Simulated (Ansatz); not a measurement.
Results of the Gaussian-basis code of Ansatz.

Basis-set series for C3H6InNO (`[CH3][In]([CH3])[N]=C=O`). Total charge 0; spin multiplicity 1. In: def2 effective core potential. All single points use the PBE0-D4/def2-TZVP geometry. It is one conformer, not always the lowest.

```json
{"functional": "PBE0-D4", "basis": "def2-SVP", "functions": "126", "energy (Eh)": "-437.59526", "HOMO (eV)": "-7.37", "LUMO (eV)": "-1.27"}
{"functional": "PBE0-D4", "basis": "def2-TZVPP", "functions": "289", "energy (Eh)": "-437.89207", "HOMO (eV)": "-7.49", "LUMO (eV)": "-1.34"}
{"functional": "ωB97M-V", "basis": "def2-SVP", "functions": "126", "energy (Eh)": "-437.71606", "HOMO (eV)": "-9.54", "LUMO (eV)": "0.28"}
{"functional": "ωB97M-V", "basis": "def2-TZVPP", "functions": "289", "energy (Eh)": "-438.02454", "HOMO (eV)": "-9.68", "LUMO (eV)": "0.08"}
```

Problem. Give the rows for def2-QZVPP. (An estimate is asked.)

Solution. The calculation gave: 
```
functional       basis  functions  energy (Eh)  HOMO (eV)  LUMO (eV)
   PBE0-D4  def2-QZVPP        547   -437.90745      -7.52      -1.35
   ωB97M-V  def2-QZVPP        547   -438.03918      -9.70       0.02
```

Positive LUMOs are unbound and depend on the basis.
